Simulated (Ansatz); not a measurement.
Cartesian coordinates in Å:
```
C -2.3990 -0.1956 -0.0380
As -0.7389 -1.0326 -0.7050
Si -0.3149 -2.2911 1.2456
C 0.5763 0.4735 -0.4562
C 0.6451 1.0085 0.9632
C 1.9323 -0.0753 -0.8782
C 0.1459 1.5797 -1.4108
H -2.2674 0.3038 0.9219
H -2.7542 0.5212 -0.7789
H -3.1539 -0.9758 0.0688
H -1.1590 -3.5158 1.1936
H 1.1127 -2.7097 1.2982
H -0.6411 -1.5617 2.5038
H -0.3267 1.3558 1.3213
H 1.3317 1.8630 1.0051
H 1.0164 0.2588 1.6662
H 1.9092 -0.4590 -1.9014
H 2.6869 0.7184 -0.8345
H 2.2650 -0.8836 -0.2217
H 0.8849 2.3893 -1.3990
H 0.0650 1.2165 -2.4388
H -0.8164 2.0116 -1.1253
```

The species carries charge 0 and has multiplicity 1.

(1) List the ωB97M-V/def2-TZVPP orbital energies in eV (Ansatz). (An estimate is asked.)

Answers

(1) Computed: Occupied: -11604.28, -1806.82, -1472.36, -1313.63, -1313.62, -1313.59, -282.08, -281.48, -281.24, -281.24, -281.21, -194.74, -147.92, -140.85, -140.84, -140.71, -102.03, -102.02, -102.02, -47.24, -47.23, -47.13, -47.12, -47.08, -25.67, -22.73, -22.10, -22.06, -19.47, -17.87, -16.63, -15.20, -15.00, -14.97, -14.24, -13.81, -13.48, -13.29, -12.78, -12.13, -12.02, -11.89, -11.73, -10.67, -9.82, -8.58. Lowest empty: 1.87, 2.24, 2.50, 2.65, 3.18, 3.34, 3.43, 4.01.
